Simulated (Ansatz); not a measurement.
Ansatz (a program for electronic structure) input (B3LYP-D3(BJ)/def2-TZVP):

Ansatz 0.2 input:
```yaml
crystal:
  periodic: [false, false, false]
  atoms:
    - {symbol: Hf, position_ang: [0.28608069, 0.20739972, -0.15815526]}
    - {symbol: O, position_ang: [-0.86987354, 1.27221407, -0.92475992]}
    - {symbol: Cl, position_ang: [-0.80228361, -1.47708780, 1.10501517]}
basis:
  gaussian:
    orbitals: def2-TZVP
hamiltonian:
  xc: b3lyp
  dispersion: d3bj
magnetization: {spin_polarized: true, initial_magnetization: 1}
phonons: {temperatures: {t_min: 298.15, t_max: 298.15, t_step: 100}}
```

Output:

```
Functional definition: B3LYP
integrals: 0.04 GiB planned
787 factors; their error is unknown
mean field: 0.43 GiB planned
mean field evaluation 1: about -15867.5482 eV, gradient 5.8e1 eV
mean field evaluation 2: about -15638.9694 eV, gradient 1.7e2 eV
mean field evaluation 4: about -15879.9931 eV, gradient 1.0e1 eV
mean field evaluation 8: about -15880.4592 eV, gradient 9.9e-2 eV
mean field evaluation 16: about -15880.4978 eV, gradient 1.9e-4 eV
mean field -15880.49779498 eV, -583.5975297774 hartree, gradient 5.6e-5 eV, S^2 0.751630; 2 other end points of the search recorded, 0 dependent functions left out
the calculation of the forces begins
reference -15880.49801994 eV, -583.5975380448 hartree; 19, 18 occupied and 89, 90 virtual orbitals, 787 factors
these checks for a lower state are left out or cut short: stability, starts, cluster_reference, orbital_swaps, neighbouring_geometries, increment
integrals: 0.04 GiB planned
787 factors; their error is unknown
mean field: 0.43 GiB planned
mean field evaluation 32: about -15880.4977 eV, gradient 2.5e-6 eV
mean field -15880.49768854 eV, -583.5975258658 hartree, gradient 2.5e-6 eV, S^2 0.751622; 0 other end points of the search recorded, 0 dependent functions left out
the calculation of the forces begins
reference -15880.49791352 eV, -583.5975341337 hartree; 19, 18 occupied and 89, 90 virtual orbitals, 787 factors
these checks for a lower state are left out or cut short: stability, starts, cluster_reference, orbital_swaps, neighbouring_geometries, increment
integrals: 0.04 GiB planned
787 factors; their error is unknown
mean field: 0.43 GiB planned
mean field -15880.49768033 eV, -583.5975255644 hartree, gradient 2.8e-6 eV, S^2 0.751638; 0 other end points of the search recorded, 0 dependent functions left out
the calculation of the forces begins
reference -15880.49790528 eV, -583.5975338310 hartree; 19, 18 occupied and 89, 90 virtual orbitals, 787 factors
these checks for a lower state are left out or cut short: stability, starts, cluster_reference, orbital_swaps, neighbouring_geometries, increment
integrals: 0.04 GiB planned
787 factors; their error is unknown
mean field: 0.43 GiB planned
mean field -15880.49775261 eV, -583.5975282204 hartree, gradient 2.8e-6 eV, S^2 0.751636; 0 other end points of the search recorded, 0 dependent functions left out
the calculation of the forces begins
reference -15880.49797758 eV, -583.5975364878 hartree; 19, 18 occupied and 89, 90 virtual orbitals, 787 factors
these checks for a lower state are left out or cut short: stability, starts, cluster_reference, orbital_swaps, neighbouring_geometries, increment
integrals: 0.04 GiB planned
787 factors; their error is unknown
mean field: 0.43 GiB planned
mean field -15880.49774663 eV, -583.5975280007 hartree, gradient 2.6e-6 eV, S^2 0.751623; 0 other end points of the search recorded, 0 dependent functions left out
the calculation of the forces begins
reference -15880.49797159 eV, -583.5975362678 hartree; 19, 18 occupied and 89, 90 virtual orbitals, 787 factors
these checks for a lower state are left out or cut short: stability, starts, cluster_reference, orbital_swaps, neighbouring_geometries, increment
integrals: 0.04 GiB planned
787 factors; their error is unknown
mean field: 0.43 GiB planned
mean field evaluation 64: about -15880.4977 eV, gradient 2.5e-6 eV
mean field -15880.49774731 eV, -583.5975280255 hartree, gradient 2.5e-6 eV, S^2 0.751638; 0 other end points of the search recorded, 0 dependent functions left out
the calculation of the forces begins
reference -15880.49797227 eV, -583.5975362926 hartree; 19, 18 occupied and 89, 90 virtual orbitals, 787 factors
these checks for a lower state are left out or cut short: stability, starts, cluster_reference, orbital_swaps, neighbouring_geometries, increment
integrals: 0.04 GiB planned
787 factors; their error is unknown
mean field: 0.43 GiB planned
mean field -15880.49767453 eV, -583.5975253511 hartree, gradient 2.4e-6 eV, S^2 0.751622; 0 other end points of the search recorded, 0 dependent functions left out
the calculation of the forces begins
reference -15880.49789950 eV, -583.5975336186 hartree; 19, 18 occupied and 89, 90 virtual orbitals, 787 factors
these checks for a lower state are left out or cut short: stability, starts, cluster_reference, orbital_swaps, neighbouring_geometries, increment
integrals: 0.04 GiB planned
787 factors; their error is unknown
mean field: 0.43 GiB planned
mean field -15880.49775885 eV, -583.5975284497 hartree, gradient 2.4e-6 eV, S^2 0.751624; 0 other end points of the search recorded, 0 dependent functions left out
the calculation of the forces begins
reference -15880.49798381 eV, -583.5975367170 hartree; 19, 18 occupied and 89, 90 virtual orbitals, 787 factors
these checks for a lower state are left out or cut short: stability, starts, cluster_reference, orbital_swaps, neighbouring_geometries, increment
integrals: 0.04 GiB planned
787 factors; their error is unknown
mean field: 0.43 GiB planned
mean field -15880.49776166 eV, -583.5975285529 hartree, gradient 2.5e-6 eV, S^2 0.751636; 0 other end points of the search recorded, 0 dependent functions left out
the calculation of the forces begins
reference -15880.49798662 eV, -583.5975368202 hartree; 19, 18 occupied and 89, 90 virtual orbitals, 787 factors
these checks for a lower state are left out or cut short: stability, starts, cluster_reference, orbital_swaps, neighbouring_geometries, increment
integrals: 0.04 GiB planned
787 factors; their error is unknown
mean field: 0.43 GiB planned
mean field evaluation 96: about -15880.4977 eV, gradient 2.5e-6 eV
mean field -15880.49772102 eV, -583.5975270594 hartree, gradient 2.5e-6 eV, S^2 0.751630; 0 other end points of the search recorded, 0 dependent functions left out
the calculation of the forces begins
reference -15880.49794597 eV, -583.5975353262 hartree; 19, 18 occupied and 89, 90 virtual orbitals, 787 factors
these checks for a lower state are left out or cut short: stability, starts, cluster_reference, orbital_swaps, neighbouring_geometries, increment
integrals: 0.04 GiB planned
787 factors; their error is unknown
mean field: 0.43 GiB planned
mean field -15880.49780200 eV, -583.5975300356 hartree, gradient 2.4e-6 eV, S^2 0.751630; 0 other end points of the search recorded, 0 dependent functions left out
the calculation of the forces begins
reference -15880.49802698 eV, -583.5975383034 hartree; 19, 18 occupied and 89, 90 virtual orbitals, 787 factors
these checks for a lower state are left out or cut short: stability, starts, cluster_reference, orbital_swaps, neighbouring_geometries, increment
integrals: 0.04 GiB planned
787 factors; their error is unknown
mean field: 0.43 GiB planned
mean field -15880.49778769 eV, -583.5975295094 hartree, gradient 2.4e-6 eV, S^2 0.751629; 0 other end points of the search recorded, 0 dependent functions left out
the calculation of the forces begins
reference -15880.49801265 eV, -583.5975377765 hartree; 19, 18 occupied and 89, 90 virtual orbitals, 787 factors
these checks for a lower state are left out or cut short: stability, starts, cluster_reference, orbital_swaps, neighbouring_geometries, increment
integrals: 0.04 GiB planned
787 factors; their error is unknown
mean field: 0.43 GiB planned
mean field -15880.49779086 eV, -583.5975296262 hartree, gradient 2.4e-6 eV, S^2 0.751630; 0 other end points of the search recorded, 0 dependent functions left out
the calculation of the forces begins
reference -15880.49801583 eV, -583.5975378937 hartree; 19, 18 occupied and 89, 90 virtual orbitals, 787 factors
Total energy: -15880.62880071 eV, -583.6023441492 hartree
Atom 0 at     0.286081     0.207400    -0.158155 Å, force     0.000135    -0.000392     0.000287 eV/Å
Atom 1 at    -0.869874     1.272214    -0.924760 Å, force    -0.000244     0.000301    -0.000218 eV/Å
Atom 2 at    -0.802284    -1.477088     1.105015 Å, force     0.000109     0.000090    -0.000069 eV/Å
Dipole moment:     0.950064    -0.073931     0.038187 e Å
Vibrations: 163.17 357.69 942.83 cm⁻¹, zero-point energy 0.090737 eV
```

The spin state was set by rule; other spins were not relaxed.
